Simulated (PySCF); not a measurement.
CCl2F, SMILES Cl[C](Cl)F, multiplicity 2.

Coordinates come from a TPSSh-D3(BJ)/def2-SVP optimisation. The isomer is the one that the SMILES or the coordinates give; other isomers of the formula were not compared.

Calculation: ωB97X/def2-TZVPD (PySCF).

Estimate the frontier levels, dipole moment and polarisability. (An estimate is asked for; the answer gives what the named calculation found.)


```json
{
 "α spin, highest occupied and lowest empty level": "-9.47 and 1.36 eV",
 "β spin, highest occupied and lowest empty level": "-11.97 and -0.55 eV",
 "dipole_moment": "0.33 D",
 "quadrupole, principal values (traceless, Buckingham form, about the centre of nuclear charge)": "-1.61, -0.21, 1.82 D·Å",
 "mean_static_polarisability": "43.4 bohr³ (6.44 Å³)",
 "polarisability_principal_values": "33.7, 40.8, 55.8 bohr³",
 "⟨S²⟩": "0.755 (pure state 0.75)"
}
```
